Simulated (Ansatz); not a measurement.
Harmonic frequencies (cm⁻¹) at PBE0-D4/def2-TZVP from Ansatz: 176, 223, 336, 430, 492, 584, 630, 728, 757, 1172, 1230, 1368, 1951, 1967, 3112.

(1) Which molecule is it?
A. `F[CH2][AlH][F]`
B. `S=C=CBBr`
C. `F[CH](F)[AlH2]`
D. `[CH3][Al]([F])[F]`

Answers

(1) C.
